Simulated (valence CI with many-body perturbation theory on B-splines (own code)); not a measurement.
E1 transitions of Tc³⁸⁺

Calculated by relativistic CI+MBPT: three valence electrons over a frozen Dirac-Fock core [He], a basis of 11 s, 11 p, 10 d, 8 f, 5 g, 2 h functions for each j, with the one-electron correlation potential Σ1 (screened to all orders), the two-electron term Σ2, the three-electron term Σ3, Breit, model QED; selected single and double excitations, second order for the rest, scaled by the run's own slope (own B-spline code, finite nucleus).

No measured spectrum was set against this ion. As an estimate, large intervals hold to a few tenths of a per cent, small ones and those within an open d or f shell to about a per cent.

Lines 1 to 50 of 563 in falling wavelength, among levels below 333.42 Ry, chosen from the strongest by gf and those to the six lowest levels. Wavelengths and rates use the calculated energies. Electric multipoles are in the length gauge, E1 and E2 with the static RPA response of the core. Weak lines are less certain than strong ones. Lines between different terms over intervals too small for the method are left out, as are lines whose strength nearly cancels. The highest levels of a list are the least certain.

Levels are named by their leading jj configuration (3d3/2^4 stands for four electrons in 3d with j = 3/2), which in mixed levels can hold well under half, so a name can repeat and another be missing. Letters in brackets count levels of one name in rising energy.

```
λ vac (nm)                       Upper                       Lower   A (s⁻¹)  S (a.u.)
     137.3  (2s 2p1/2 4f7/2) J=7/2 [a]  (2s 2p1/2 4d5/2) J=5/2 [a]  5.36e+07  5.49e-01
     132.8      (2s 2p1/2 4f7/2) J=9/2      (2s 2p1/2 4d5/2) J=7/2  6.11e+07  7.05e-01
     123.8          (2s^2 4f7/2) J=7/2          (2s^2 4d5/2) J=5/2  7.53e+07  5.64e-01
     105.3      (2s 2p3/2 4f5/2) J=7/2  (2s 2p3/2 4d3/2) J=5/2 [a]  8.59e+07  3.95e-01
     102.5       (2p1/2^2 4f5/2) J=5/2       (2p1/2^2 4d3/2) J=3/2  1.25e+08  3.99e-01
     102.3      (2s 2p3/2 4f5/2) J=9/2      (2s 2p3/2 4d3/2) J=7/2  1.12e+08  5.95e-01
     98.69          (2s^2 4f5/2) J=5/2          (2s^2 4d3/2) J=3/2  1.38e+08  3.94e-01
     94.83  (2s 2p1/2 4f5/2) J=5/2 [a]  (2s 2p1/2 4d3/2) J=3/2 [a]  1.53e+08  3.86e-01
     94.07     (2s 2p3/2 4f7/2) J=11/2      (2s 2p3/2 4d5/2) J=9/2  1.73e+08  8.54e-01
     91.43      (2s 2p1/2 4f5/2) J=7/2      (2s 2p1/2 4d3/2) J=5/2  1.61e+08  4.85e-01
     75.77      (2s 2p3/2 4d5/2) J=9/2      (2s 2p3/2 4p3/2) J=7/2  5.12e+08  1.10e+00
     72.36      (2s 2p1/2 4d5/2) J=7/2      (2s 2p1/2 4p3/2) J=5/2  5.91e+08  8.83e-01
     71.89  (2s 2p1/2 4d5/2) J=5/2 [a]  (2s 2p1/2 4p3/2) J=3/2 [a]  5.11e+08  5.62e-01
     70.57  (2s 2p3/2 4d5/2) J=5/2 [b]  (2s 2p3/2 4p3/2) J=3/2 [b]  5.39e+08  5.61e-01
     70.27  (2s 2p3/2 4d5/2) J=7/2 [b]  (2s 2p3/2 4p3/2) J=5/2 [b]  6.37e+08  8.72e-01
     70.18       (2p1/2^2 4d5/2) J=5/2       (2p1/2^2 4p3/2) J=3/2  6.40e+08  6.55e-01
     68.30          (2s^2 4d5/2) J=5/2          (2s^2 4p3/2) J=3/2  6.91e+08  6.51e-01
     68.28  (2s 2p3/2 4d5/2) J=3/2 [b]  (2s 2p3/2 4p3/2) J=1/2 [b]  4.78e+08  3.01e-01
     68.12  (2s 2p3/2 4p1/2) J=3/2 [a]         (2s 2p3/2 4s) J=5/2  5.28e+08  3.30e-01
     65.84  (2s 2p1/2 4d5/2) J=5/2 [b]  (2s 2p1/2 4p3/2) J=3/2 [b]  6.93e+08  5.86e-01
     65.29  (2s 2p3/2 4d5/2) J=7/2 [a]  (2s 2p3/2 4p3/2) J=5/2 [a]  6.48e+08  7.12e-01
     64.61      (2s 2p3/2 4p1/2) J=5/2         (2s 2p3/2 4s) J=5/2  4.67e+08  3.73e-01
     64.07  (2s 2p3/2 4d5/2) J=5/2 [a]  (2s 2p3/2 4p3/2) J=3/2 [a]  5.07e+08  3.95e-01
     63.10      (2s 2p1/2 4d5/2) J=3/2      (2s 2p1/2 4p3/2) J=1/2  7.04e+08  3.49e-01
     46.74  (2s 2p1/2 4d3/2) J=3/2 [b]  (2s 2p1/2 4p1/2) J=1/2 [b]  9.06e+08  1.83e-01
     45.36  (2s 2p3/2 4d3/2) J=5/2 [a]      (2s 2p3/2 4p1/2) J=5/2  1.08e+09  2.98e-01
     44.38      (2s 2p3/2 4d3/2) J=7/2      (2s 2p3/2 4p1/2) J=5/2  1.67e+09  5.75e-01
     43.78  (2s 2p3/2 4d3/2) J=5/2 [a]  (2s 2p3/2 4p1/2) J=3/2 [a]  1.07e+09  2.66e-01
     43.20  (2s 2p3/2 4p3/2) J=3/2 [a]     (2s 2p3/2 4s) J=3/2 [a]  2.04e+09  3.25e-01
     43.18  (2s 2p3/2 4d3/2) J=3/2 [b]      (2s 2p3/2 4p1/2) J=1/2  1.31e+09  2.08e-01
     43.18  (2s 2p3/2 4d3/2) J=5/2 [b]  (2s 2p3/2 4p1/2) J=3/2 [b]  2.25e+09  5.36e-01
     43.17       (2p1/2^2 4d3/2) J=3/2       (2p1/2^2 4p1/2) J=1/2  2.36e+09  3.74e-01
     42.80  (2s 2p1/2 4d3/2) J=3/2 [a]  (2s 2p1/2 4p1/2) J=1/2 [a]  2.33e+09  3.61e-01
     42.73  (2s 2p3/2 4p3/2) J=5/2 [b]  (2s 2p3/2 4d5/2) J=3/2 [a]  7.20e+08  1.66e-01
     42.42  (2s 2p3/2 4d3/2) J=3/2 [a]  (2s 2p3/2 4p1/2) J=3/2 [a]  1.80e+09  2.71e-01
     42.25          (2s^2 4d3/2) J=3/2          (2s^2 4p1/2) J=1/2  2.41e+09  3.59e-01
     42.15      (2s 2p1/2 4d3/2) J=5/2      (2s 2p1/2 4p1/2) J=3/2  1.95e+09  4.32e-01
     41.77  (2s 2p3/2 4d3/2) J=1/2 [a]  (2s 2p3/2 4p1/2) J=3/2 [a]  2.44e+09  1.76e-01
     41.56      (2s 2p1/2 4p3/2) J=1/2     (2s 2p1/2 4s) J=1/2 [b]  2.73e+09  1.93e-01
     40.12  (2s 2p1/2 4p3/2) J=3/2 [b]     (2s 2p1/2 4s) J=1/2 [b]  2.09e+09  2.66e-01
     39.81  (2s 2p3/2 4d3/2) J=1/2 [b]      (2s 2p3/2 4p1/2) J=1/2  2.46e+09  1.53e-01
     39.61  (2s 2p3/2 4p3/2) J=5/2 [b]     (2s 2p3/2 4s) J=3/2 [b]  2.56e+09  4.70e-01
     39.26      (2s 2p3/2 4p3/2) J=7/2         (2s 2p3/2 4s) J=5/2  3.64e+09  8.70e-01
     38.99  (2s 2p3/2 4p3/2) J=5/2 [a]     (2s 2p3/2 4s) J=3/2 [a]  2.14e+09  3.75e-01
     38.57  (2s 2p1/2 4d3/2) J=3/2 [b]      (2s 2p1/2 4p1/2) J=3/2  1.29e+09  1.47e-01
     38.49       (2p1/2^2 4p3/2) J=3/2          (2p1/2^2 4s) J=1/2  3.84e+09  4.32e-01
     37.44          (2s^2 4p3/2) J=3/2             (2s^2 4s) J=1/2  4.14e+09  4.29e-01
     37.10  (2s 2p1/2 4p3/2) J=3/2 [a]     (2s 2p1/2 4s) J=1/2 [a]  3.92e+09  3.95e-01
     36.94  (2s 2p3/2 4p3/2) J=3/2 [b]     (2s 2p3/2 4s) J=3/2 [b]  1.44e+09  1.44e-01
     36.91      (2s 2p1/2 4p3/2) J=5/2         (2s 2p1/2 4s) J=3/2  4.49e+09  6.69e-01
```
